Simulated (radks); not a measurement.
Question: The mean radii <r> (bohr) of the occupied orbitals of an atom or ion are listed with their occupations. Method: scalar-relativistic Kohn-Sham, LDA (Slater exchange, Perdew-Wang correlation), spin-polarised, spherical densities, point nucleus; computed with a radial shooting solver on a logarithmic mesh with Libxc functionals.

| orbital | occ. | <r> |
|---|---|---|
| 1s up | 1 | 0.02784 |
| 1s down | 1 | 0.02784 |
| 2s up | 1 | 0.1200 |
| 2s down | 1 | 0.1200 |
| 2p up | 3 | 0.1048 |
| 2p down | 3 | 0.1048 |
| 3s up | 1 | 0.3226 |
| 3s down | 1 | 0.3226 |
| 3p up | 3 | 0.3206 |
| 3p down | 3 | 0.3206 |
| 3d up | 5 | 0.2970 |
| 3d down | 5 | 0.2970 |
| 4s up | 1 | 0.7643 |
| 4s down | 1 | 0.7641 |
| 4p up | 3 | 0.8205 |
| 4p down | 3 | 0.8201 |
| 4d up | 5 | 0.9667 |
| 4d down | 5 | 0.9641 |
| 5s up | 1 | 1.917 |
| 5s down | 1 | 1.912 |
| 5p up | 1 | 2.216 |

Name the element and its charge. Open shells, if any, are filled with parallel spins first.

Answer: Z = 52, tellurium, charge +3: Te3+ in [Kr] 4d10 5s2 5p1. The 1s radius gives Z: for a bare nucleus <r> = (2 gamma + 1)/(2Z) with gamma = sqrt(1 - (Z/c)^2), 0.02741 bohr for Z = 52, and screening makes it slightly larger (0.02784 here). The occupations add up to 49, and the charge is Z minus that.
